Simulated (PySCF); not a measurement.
C3H7FOSi, SMILES C=CC[Si@H](O)F. Atoms are numbered in the order given.

```xyz
13

C     -2.5804     0.2343     0.1569
C     -1.7781    -0.8098     0.3795
C     -0.3781    -0.7105     0.9340
Si     0.7807    -0.0964    -0.3849
O      2.3202    -0.1474     0.2215
F      0.3922     1.4517    -0.7220
H     -2.2686     1.2567     0.3978
H     -3.5769     0.1027    -0.2748
H     -2.1261    -1.8126     0.1017
H     -0.0205    -1.6781     1.3195
H     -0.3260     0.0103     1.7677
H      0.6719    -0.8302    -1.6715
H      3.0443     0.1305    -0.3484
```

Geometry optimised at ωB97X-D3(BJ)/def2-SVP. The structure was generated by enumeration; whether it is a known compound was not checked. Other conformers were not sampled.

Calculation: ωB97X-D3(BJ)/def2-SVP in PySCF.

Frequencies are harmonic and unscaled.

Computed normal modes with their intensities:
```csv
mode,ν (cm⁻¹),IR (km/mol),moving atoms (share of kinetic energy)
1,39,0.0,"C 47 %, H 37 %, F 11 %"
2,61,0.4,"C 36 %, H 23 %, O 20 %, F 19 %"
3,141,0.7,"H 31 %, C 28 %, F 20 %, O 13 %, Si 8 %"
4,230,65.6,"H 59 %, F 18 %, Si 10 %, C 8 %"
5,248,9.2,"H 32 %, C 22 %, O 16 %, F 15 %, Si 15 %"
6,276,30.9,"H 36 %, O 22 %, C 16 %, Si 13 %, F 12 %"
7,366,69.8,"O 33 %, Si 22 %, F 21 %, H 20 %"
8,432,6.8,"H 48 %, C 44 %"
9,605,16.7,"H 49 %, C 38 %, Si 9 %"
10,711,113.3,"H 75 %, C 15 %"
11,739,40.1,"H 60 %, C 34 %"
12,804,125.0,"H 46 %, C 22 %, Si 15 %, O 10 %"
13,840,20.6,"H 42 %, F 24 %, O 17 %, Si 10 %"
14,868,8.6,"H 70 %, O 16 %, F 10 %"
15,925,187.6,"H 53 %, Si 29 %, F 9 %"
16,952,4.3,"H 47 %, C 45 %"
17,955,107.0,"H 62 %, C 20 %, Si 10 %"
18,970,162.2,"H 36 %, Si 29 %, C 15 %, O 14 %"
19,1037,21.3,"H 87 %, C 12 %"
20,1041,10.0,"H 78 %, C 18 %"
21,1181,24.1,"H 71 %, C 27 %"
22,1232,62.0,"H 55 %, C 44 %"
23,1324,2.9,"H 79 %, C 21 %"
24,1423,7.7,"H 91 %, C 9 %"
25,1444,6.6,"H 83 %, C 17 %"
26,1751,16.7,"C 87 %, H 13 %"
27,2288,146.8,H 97 %
28,3090,4.7,H 94 %
29,3155,1.0,"H 91 %, C 9 %"
30,3167,4.8,H 94 %
31,3187,8.1,"H 91 %, C 9 %"
32,3269,6.3,"H 89 %, C 11 %"
33,3940,120.2,H 94 %
```
